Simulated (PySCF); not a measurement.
A survey of ³¹P NMR shifts

Computed data (PySCF): coordinates at the GFN2-xTB level, GIAO PBE0/pcSseg-1 shieldings. Rapidly exchanging positions averaged, non-relativistic, one computed conformer, in vacuum.

Shieldings were converted by a linear fit to measured shifts: ³¹P: δ = 270.09 − 0.828σ (rms 18.1 ppm, 64 shifts vs H3PO4, solution or neat liquid). A few per cent of atoms miss by over 2 rms, more outside the fitted compound classes.

(1) Give the ³¹P shifts of `CSC/P=P/CCP`.

(2) Order these by ³¹P shift, lowest first.
A. CN([SiH2]P)C1CC1
B. CC(C)C[P@@](C)(=O)CC#N
C. F/C(=P/n1cccc1)C(F)(F)F
D. FP(F)P(F)F

Results:

(1) 
```tsv
compound	environment	δ (ppm)
[CH3:1][S:2][CH2:3]/[P:4]=[P:5]/[CH2:6][CH2:7][PH2:8]	P5: phosphorus bonded to C, P	524.0
[CH3:1][S:2][CH2:3]/[P:4]=[P:5]/[CH2:6][CH2:7][PH2:8]	P4: phosphorus bonded to C, P	481.2
[CH3:1][S:2][CH2:3]/[P:4]=[P:5]/[CH2:6][CH2:7][PH2:8]	P8: phosphorus bonded to C, 2 H	-142.1
```

(2) A (-243.8 ppm, phosphorus bonded to Si, 2 H), B (16.9 ppm, phosphorus bonded to 3 C, O), C (198.2 ppm, phosphorus bonded to C, N), D (225.8 ppm, phosphorus bonded to 2 F, P).
